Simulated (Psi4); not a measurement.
Br2Zn, singlet, geometry from GFN2-xTB (such geometries of metal compounds can be far from the true shape).

Here is a job for Psi4.
```
memory 2 GB

molecule {
0 1
Zn   -0.00812161   -0.01195013   -0.01326557
Br   -0.24664341    1.76351145   -1.42520509
Br    0.25360479   -1.75326848    1.43657557
}

set {
  basis pcseg-1
}

energy('tpss')
print_variables()
```

What does this run give for the dipole moment, number of basis functions, total energy?


```
Item                              Result
-------------------------  -------------
dipole moment                     0.08 D
number of basis functions             85
total energy               -6926.8616 Eh
```
